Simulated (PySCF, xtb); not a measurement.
Al(F)(Br)(Et) (C₂H₅AlBrF), SMILES [F][Al]([CH2]C)[Br]. One conformer was computed; it need not be the lowest.

Harmonic wavenumbers (cm⁻¹) from xtb with GFN2-xTB at its own minimum, in rising order: 31, 71, 130, 144, 209, 222, 413, 592, 613, 794, 910, 976, 1038, 1204, 1213, 1411, 1456, 1492, 1494, 2887, 2914, 3003, 3007, 3018.

What does B3LYP-D3(BJ)/def2-SVP (PySCF) give at its own minimum? (The exact figures need the calculation; the answer reports its results.)

21, 88, 155, 172, 243, 253, 429, 602, 619, 875, 930, 963, 1033, 1223, 1238, 1402, 1423, 1474, 1482, 3014, 3025, 3052, 3098, 3109. Paired by order, the mean absolute difference is 37 cm⁻¹ and the zero-point energies are 41.8 and 42.8 kcal/mol.
